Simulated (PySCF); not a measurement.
Excitations are Tamm–Dancoff values on a coarser integration grid. The basis has no diffuse functions, so Rydberg states are missing or too high.

# AlBr$_{3}$, SMILES `[Al]([Br])([Br])[Br]` (charge 0, multiplicity 1)

Computed with PBE-D3(BJ)/def2-TZVP // B3LYP-D3(BJ)/def2-TZVP (PySCF 2.14.0).

```
Property                                         Result
----------------------  -------------------------------
HOMO                                           -7.36 eV
dipole moment                                    0.00 D
HOMO–LUMO gap                                   4.92 eV
LUMO                                           -2.45 eV
S1 excitation (TDA)                             5.04 eV
S1 oscillator strength                            0.000
T1 excitation (TDA)                             4.80 eV
S1–T1 gap (TDA)                                 0.24 eV
total energy                              -7963.8202 Ha
cost                    around 100 core-seconds (rough)
```

```xyz
4

Br    -1.8677    -1.2267     0.1363
Al     0.0000     0.0000     0.0000
Br     1.9932    -1.0084    -0.1473
Br    -0.1255     2.2350     0.0110
```
Charge 0, spin multiplicity 1.
